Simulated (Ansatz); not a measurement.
A nudged elastic band was laid between two geometries of ClGe2H5O + H2 (11 atoms, charge 0, multiplicity 1).

These are results of Ansatz 0.2.0, RKS PBE-D4/def2-SVP, not measurements.

```json
{
 "movable images": "7",
 "climbing image": "yes",
 "spring": "5.0 eV/Å²",
 "optimiser": "quadratic models (default)",
 "start path": "through a guess of the saddle point",
 "force threshold": "0.05 eV/Å",
 "iteration limit": "60",
 "end points": "relaxed"
}
```

First end point:

```xyz
11
Properties=species:S:1:pos:R:3
Ge -0.064 0.466 0.044
Ge -0.148 0.373 2.483
H -1.604 0.040 2.897
H 0.807 -0.727 3.003
H 0.251 1.747 3.082
H 1.280 0.807 -0.644
O -1.196 1.680 -0.640
H -2.100 1.555 -0.295
Cl -0.675 -1.540 -0.636
H 1.034 -3.127 1.112
H 1.502 -3.467 1.620
```

Last end point:

```xyz
11
Properties=species:S:1:pos:R:3
Ge 0.044 -0.622 -0.851
Ge 0.194 0.043 3.260
H -1.283 -0.343 2.984
H 0.521 -0.291 4.740
H 0.408 1.553 3.012
H 1.476 -0.135 -1.149
O -0.659 0.668 0.181
H -1.583 0.468 0.423
Cl -1.076 -0.729 -2.722
H -0.077 -2.018 -0.187
H 1.122 -0.788 2.337
```

**Question.** Which bonds break or form, and what moves?

**Answer.** Bonds broken: Ge1–Ge2, H10–H11. Bonds formed: Ge1–H10, Ge2–H11. ClGe2H5O + H2 becomes ClGeH3O + GeH4.

**Question.** What energy profile does the band end with?

**Answer.** It converged. The highest image is number 4 of 0 to 8, 59.2 kcal/mol above the first end and 57.7 kcal/mol above the last; the last end lies 1.5 kcal/mol above the first. Neighbouring images differ by up to 2.1 eV, so the band resolves the path poorly. A vibrational analysis at the climbing image gives one clearly imaginary mode, 1250i cm⁻¹: a first-order saddle point. The orbitals stay closed-shell, which can raise the energy where a bond breaks towards radicals; this wasn't checked here.

| image | path coordinate (Å) | energy (kcal/mol) | Ge1–Ge2 (Å) | H10–H11 (Å) | Ge1–H10 (Å) |
| --- | --- | --- | --- | --- | --- |
| 0 | 0.00 | 0.0 | 2.44 | 0.77 | 3.91 |
| 1 | 1.27 | 1.4 | 2.45 | 0.77 | 3.43 |
| 2 | 2.54 | 3.3 | 2.45 | 0.77 | 3.13 |
| 3 | 3.81 | 18.7 | 2.49 | 0.77 | 2.58 |
| 4 | 5.09 | 59.2 | 2.72 | 1.04 | 1.80 |
| 5 | 6.17 | 9.8 | 3.35 | 1.86 | 1.55 |
| 6 | 7.25 | 2.7 | 3.84 | 2.47 | 1.55 |
| 7 | 8.33 | 1.6 | 4.02 | 2.93 | 1.55 |
| 8 | 9.41 | 1.5 | 4.17 | 3.05 | 1.55 |

**Question.** What is the geometry of the highest image?

**Answer.** 
```xyz
11
Properties=species:S:1:pos:R:3
Ge 0.096 -0.290 0.061
Ge 0.181 0.117 2.754
H -1.111 -0.202 3.556
H 1.393 -0.504 3.519
H 0.378 1.659 2.763
H 1.598 0.017 -0.076
O -1.341 0.777 0.210
H -1.836 0.674 -0.633
Cl -0.457 -1.006 -2.019
H 0.120 -2.030 0.529
H 0.066 -1.407 1.365
```

The run took 7.5 min on 4 threads of Arm Neoverse V1, on a shared host, peak memory 0.22 GiB.
